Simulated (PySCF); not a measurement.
H12N4Zn, charge +2, singlet, geometry from GFN2-xTB (such geometries of metal compounds can be far from the true shape), with bond 4-2 at 1.6 times its length; CAMB3LYP/STO-3G run with PySCF.

PySCF was given this input:
```python
from pyscf import gto, scf, dft

mol = gto.M(
    atom='''
Zn    0.000000   -0.000000    0.000000
N    -1.535672   -0.907015    1.023168
H    -1.284589   -1.195873    1.971919
H    -2.094304   -2.267075    0.303802
H    -2.360737   -0.313343    1.139070
N    -0.674371    0.618336   -1.841391
H     0.052957    1.034996   -2.427905
H    -1.411124    1.326533   -1.793819
H    -1.070326   -0.134826   -2.409351
N     0.668041    1.625966    1.066674
H     1.066798    1.385549    1.977610
H    -0.062398    2.312036    1.272534
H     1.401296    2.157716    0.591081
N     1.542003   -1.337287   -0.248451
H     1.894645   -1.727196    0.629174
H     2.364265   -0.937380   -0.707329
H     1.294029   -2.151159   -0.816547
''',
    basis='sto-3g',
    charge=2,
    spin=0,
    verbose=4,
)

mf = dft.RKS(mol)
mf.xc = 'camb3lyp'
mf.DIIS = scf.ADIIS
mf.kernel()
mf.analyze()
```

Task: What does PySCF print? Leave out banner, timings and long lists.

Result: 
```
PySCF version 2.14.0

[INPUT] verbose = 4
[INPUT] num. atoms = 17
[INPUT] num. electrons = 68
[INPUT] charge = 2
[INPUT] spin (= nelec alpha-beta = 2S) = 0
[INPUT] symmetry False subgroup None
[INPUT] Mole.unit = angstrom
[INPUT] Symbol           X                Y                Z      unit          X                Y                Z       unit  Magmom
[...]
nuclear repulsion = 421.518553534431
number of shells = 32
number of NR pGTOs = 150
number of NR cGTOs = 50
basis = sto-3g
ecp = {}

******** <class 'pyscf.dft.rks.RKS'> ********
method = RKS
initial guess = minao
damping factor = 0
level_shift factor = 0
DIIS = <class 'pyscf.scf.diis.ADIIS'>
diis_start_cycle = 1
diis_space = 8
diis_damp = 0
SCF conv_tol = 1e-09
SCF conv_tol_grad = None
SCF max_cycles = 50
direct_scf = True
direct_scf_tol = 1e-13
XC library pyscf.dft.libxc version 7.1.2
    S. Lehtola, C. Steigemann, M. J. T. Oliveira, and M. A. L. Marques,  SoftwareX 7, 1–5 (2018)
XC functionals = camb3lyp
    T. Yanai, D. P. Tew, and N. C. Handy,  Chem. Phys. Lett. 393, 51 (2004)
radial grids:
    Treutler-Ahlrichs [JCP 102, 346 (1995); DOI:10.1063/1.469408] (M4) radial grids

becke partition: Becke, JCP 88, 2547 (1988); DOI:10.1063/1.454033
pruning grids: <function nwchem_prune>
grids dens level: 3
symmetrized grids: False
atomic radii adjust function: <function treutler_atomic_radii_adjust>
small_rho_cutoff = 0
Set gradient conv threshold to 3.16228e-05
Initial guess from minao.
tot grids = 193944
init E= -1979.82703263767
[...]
cycle= 1 E= -1975.77764217505  delta_E= 4.05  |g|= 3.73  |ddm|=  6.4
[...]
cycle= 2 E= -1971.36409442788  delta_E= 4.41  |g|= 3.21  |ddm|= 7.07
[...]
cycle= 3 E= -1979.60002700751  delta_E= -8.24  |g|= 1.76  |ddm|= 6.93
[...]
cycle= 4 E= -1979.99708361636  delta_E= -0.397  |g|= 1.76  |ddm|= 3.61
[...]
cycle= 5 E= -1980.81976291895  delta_E= -0.823  |g|= 0.833  |ddm|=  2.2
[...]
cycle= 6 E= -1979.51698594869  delta_E=  1.3  |g|= 2.57  |ddm|= 4.82
[...]
cycle= 7 E= -1981.2274913753  delta_E= -1.71  |g|= 0.215  |ddm|= 3.76
[...]
cycle= 8 E= -1980.36003345945  delta_E= 0.867  |g|= 2.19  |ddm|=  2.1
[...]
cycle= 9 E= -1981.14566839588  delta_E= -0.786  |g|= 0.693  |ddm|= 1.21
[...]
cycle= 10 E= -1981.24400703198  delta_E= -0.0983  |g|= 0.0983  |ddm|= 0.71
[...]
cycle= 11 E= -1981.21628622243  delta_E= 0.0277  |g|= 0.387  |ddm|= 0.685
[...]
cycle= 12 E= -1981.24836048528  delta_E= -0.0321  |g|= 0.118  |ddm|= 0.523
[...]
[...]
[...]
cycle= 37 E= -1981.26600129052  delta_E= -3.3e-05  |g|= 0.00758  |ddm|= 0.0277
[...]
cycle= 38 E= -1981.26576285072  delta_E= 0.000238  |g|= 0.0312  |ddm|= 0.0653
[...]
cycle= 39 E= -1981.26605665268  delta_E= -0.000294  |g|= 0.00621  |ddm|= 0.0416
[...]
cycle= 40 E= -1981.26592372714  delta_E= 0.000133  |g|= 0.0247  |ddm|= 0.0525
[...]
cycle= 41 E= -1981.26611351571  delta_E= -0.00019  |g|= 0.00342  |ddm|= 0.0381
[...]
cycle= 42 E= -1981.26614956368  delta_E= -3.6e-05  |g|= 0.0049  |ddm|= 0.0238
[...]
cycle= 43 E= -1981.26610290989  delta_E= 4.67e-05  |g|= 0.0174  |ddm|= 0.0396
[...]
cycle= 44 E= -1981.26619012798  delta_E= -8.72e-05  |g|= 0.00691  |ddm|= 0.0376
[...]
cycle= 45 E= -1981.26620984177  delta_E= -1.97e-05  |g|= 0.01  |ddm|= 0.0321
[...]
cycle= 46 E= -1981.26608954796  delta_E= 0.00012  |g|= 0.0241  |ddm|= 0.0561
[...]
cycle= 47 E= -1981.26628040749  delta_E= -0.000191  |g|= 0.00328  |ddm|= 0.0378
[...]
cycle= 48 E= -1981.2663089723  delta_E= -2.86e-05  |g|= 0.00566  |ddm|= 0.0228
[...]
cycle= 49 E= -1981.26620286476  delta_E= 0.000106  |g|= 0.0221  |ddm|= 0.048
[...]
cycle= 50 E= -1981.26635571381  delta_E= -0.000153  |g|= 0.00309  |ddm|= 0.0343
SCF not converged.
SCF energy = -1981.26635571381
**** SCF Summaries ****
Total Energy =                       -1981.266355713814846
Nuclear Repulsion Energy =             421.518553534430680
One-electron Energy =                -3572.148833870714498
Two-electron Energy =                 1169.363924622469085
Two-electron Coulomb Energy =         1271.833005854486373
DFT Exchange-Correlation Energy =     -102.469081232017274
HOMO-LUMO gap [eV] =                     4.536115746527018
**** MO energy ****
[...]
 ** Mulliken pop on meta-lowdin orthogonal AOs  **
 ** Mulliken pop  **
 ** Mulliken atomic charges  **
charge of    0Zn =      1.37909
charge of    1N =     -0.44067
charge of    2H =      0.17514
charge of    3H =      0.10851
charge of    4H =      0.17395
charge of    5N =     -0.41392
charge of    6H =      0.20495
charge of    7H =      0.20826
charge of    8H =      0.20412
charge of    9N =     -0.39832
charge of   10H =      0.20021
charge of   11H =      0.20433
charge of   12H =      0.19741
charge of   13N =     -0.42030
charge of   14H =      0.20735
charge of   15H =      0.20372
charge of   16H =      0.20615

WARN: System has nonzero charge 2; the dipole moment is origin-dependent.
Location of origin: [0. 0. 0.]

Dipole moment(X, Y, Z, Debye):  1.48136,  0.65662, -1.09842
```

The run did not converge; its last values are not results.
